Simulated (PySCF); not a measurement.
Geometry (Å), atoms numbered from 1 in this order:
```xyz
17

Si   -0.0163    0.0130    0.0072
Si   -0.0150   -0.0235    2.3496
H     0.7786   -1.1949    2.8359
H    -1.4124   -0.1366    2.8721
H     0.5994    1.2314    2.8834
Si    2.1958    0.0192   -0.7617
H     2.2202    0.0864   -2.2558
H     2.8879   -1.2333   -0.3254
H     2.9392    1.1955   -0.2130
Si   -1.1224    1.9261   -0.7682
H    -2.5437    1.9265   -0.3027
H    -1.1030    1.9594   -2.2634
H    -0.4448    3.1546   -0.2494
Si   -1.0764   -1.9125   -0.8039
H    -0.4300   -3.1281   -0.2190
H    -0.9604   -1.9751   -2.2939
H    -2.5252   -1.9088   -0.4315
```

Geometry: PBE0-D3(BJ)/def2-SVP; GIAO shifts from PySCF, gas phase, non-relativistic, averaged over equivalent atoms.

At KT2/pcSseg-1 (180 basis functions, 77 s wall time on 1 thread of an Intel Xeon, shared host):
```
                                    atoms  δ (ppm)
                        Si2/Si6/Si10/Si14   -100.8
                                      Si1   -151.4
H3/H4/H5/H7/H8/H9/H11/H12/H13/H15/H16/H17     3.79
```

Referencing at the same level of theory: ²⁹Si (361.05 ppm), ¹H (31.18 ppm) against TMS.

Q: Estimate the result of repeating the calculation with PBE0/pcSseg-1.

A: 
```tsv
atoms	δ at PBE0/pcSseg-1	change
Si2/Si6/Si10/Si14	-98.6	+2.2
Si1	-159.4	-8.0
H3/H4/H5/H7/H8/H9/H11/H12/H13/H15/H16/H17	3.75	-0.04
```

References, each an isolated molecule treated in the same way: ²⁹Si (σ = 351.99 ppm) and ¹H (σ = 31.27 ppm) vs TMS.

The largest change is at Si1 (silicon bonded to 4 Si). Cost: 180 basis functions, 90 s wall time on 1 thread of an Intel Xeon, shared host.
